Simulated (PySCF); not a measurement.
# How methods differ on the excitation energy of Ga

Ga [Ar] 3d10 4s2 4p1 (2P) → Ga [Ar] 3d10 4s2 4d1 (2D), as a difference of total energies. All numbers are calculated (PySCF 2.14, scalar relativity through the core potential, in aug-cc-pVDZ-PP with ECP10MDF (5s4p3d, 32 functions)). Correlated levels: valence: 3s2 3p6 3d10 frozen. The calculations carry no spin-orbit coupling.

```json
{"method": "UHF", "excitation energy (cm⁻¹)": "40227"}
{"method": "MP2 (valence)", "excitation energy (cm⁻¹)": "40466"}
{"method": "SCS-MP2 (valence)", "excitation energy (cm⁻¹)": "40322"}
{"method": "CCSD (valence)", "excitation energy (cm⁻¹)": "38851"}
{"method": "CCSD(T) (valence)", "excitation energy (cm⁻¹)": "38424"}
{"method": "CCSDT (valence)", "excitation energy (cm⁻¹)": "38130"}
{"method": "FCI (valence)", "excitation energy (cm⁻¹)": "38130"}
```

Errors of the correlated levels include the incompleteness of this basis and the frozen core.

The promoted electron is Rydberg-like, and one or two diffuse shells describe it only roughly, which tends to raise the upper state.

The coupled-cluster amplitudes are large for the upper state (T1 above 0.03 or a double amplitude above 0.15), so a single reference is strained.

For comparison: 34235 cm⁻¹ (measured; NIST levels, between the centres of gravity of the two terms).
